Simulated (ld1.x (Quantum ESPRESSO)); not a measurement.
## What one change does to a pseudopotential (In (Z = 49), PAW)

| Item | Value |
| --- | --- |
| Element | In (Z = 49) |
| Generator | ld1.x (Quantum ESPRESSO) 7.5 |
| Type | PAW |
| Functional | PBEsol |
| Relativity | scalar-relativistic |
| Frozen core | [Kr] 4d10 |
| Valence charge | 3 |
| Reference configuration | 5s1.75 5p1.25 |
| Partial waves | 5s (bound): rcut 1.90, rcutus 2.35 bohr; 5s channel at 0.05 Ry: rcut 1.90, rcutus 2.35 bohr; 5p (bound): rcut 2.75, rcutus 2.95 bohr; 5p channel at 1.1 Ry: rcut 2.75, rcutus 2.95 bohr |
| Local potential | all-electron potential smoothed inside 2.30 bohr (lloc = -1) |
| Core correction | a·sin(br)/r model core, default radius (ld1.x builds one for every PAW set, though the input has nlcc=.false.) |
| Augmentation charge | PSQ, inside the norm-conserving radii |

All-electron outer shells of the reference configuration (PBEsol, scalar-relativistic, ld1.x):

```
shell  level (eV)  outermost node (bohr)  outermost maximum (bohr)
   4p      -78.46                   0.42                      0.82
   4d      -19.01                   0.40                      0.94
   5s       -8.52                   1.02                      2.13
   5p       -2.71                   1.14                      2.85
```

Change: core correction a·sin(br)/r model core inside 1.42 bohr.

Cutoffs: the cutoffs (Ry, on a coarse ladder) from which the occupation-weighted sum of valence levels, in a spherical-Bessel basis at the reference potential, stays within 10 and 1 mRy of its value at 400 Ry; they do not see the model core or the augmentation charge, which bear on the density cutoff. Errors are all-electron minus pseudo energies relative to the spin-unpolarised reference configuration.

What does the change do?

Both files are so soft that the ladder of cutoffs tells neither apart; the number of tests that count goes from 6 to 7; of the 6 tests that both files solve, the error grows in 2 and shrinks in 2 by more than 15 % and 0.3 meV (median size 5.1 → 6.4 meV); neither file shows a bound ghost at the reference potential, the only one tested. The default core radius of the base comes out at 1.96 bohr. A model core, the more so a compact one, raises the density cutoff, which this test does not measure.

```csv
quantity,base,changed
"cutoff, loose",6 Ry,6 Ry
"cutoff, tight",8 Ry,8 Ry
bound ghosts,none,none
"tests counted (converged, no solver errors)",6 of 7,7 of 7
"error for 5s2 5p1, meV [ΔE -1.44 eV]",-0.9,-1.1
"error for 5s2 5p0, meV [ΔE 3.92 eV]",+5.9,-11
"error for 5s2 5p1.3, meV [ΔE -1.97 eV]",-3.6,-2.1
"error for 5s0 5p3, meV [ΔE 10.57 eV]",-59,-65
"error for 5s1 5p1, meV [ΔE 10.57 eV]",-43,-52
"error for 5s2 5p0.5, meV [ΔE 0.50 eV]",+4.4,-1.2
s: phases at 3.20 bohr within 0.05 rad from the reference energy up to (Ry; the scan ends near 5),2.0,2.2
p: phases at 3.20 bohr within 0.05 rad from the reference energy up to (Ry; the scan ends near 5),2.9,2.8
lowest overlap eigenvalue by channel,"s 0.36, p 0.54","s 0.36, p 0.54"
```

Base: Tests not counted: 5s1 5p0 (pseudo-atom not self-consistent, printed error +360 meV). ld1.x printed “convergence not achieved” for 4 of the counted tests; their residual had stalled under 1e-8, short of the target of 1e-14.
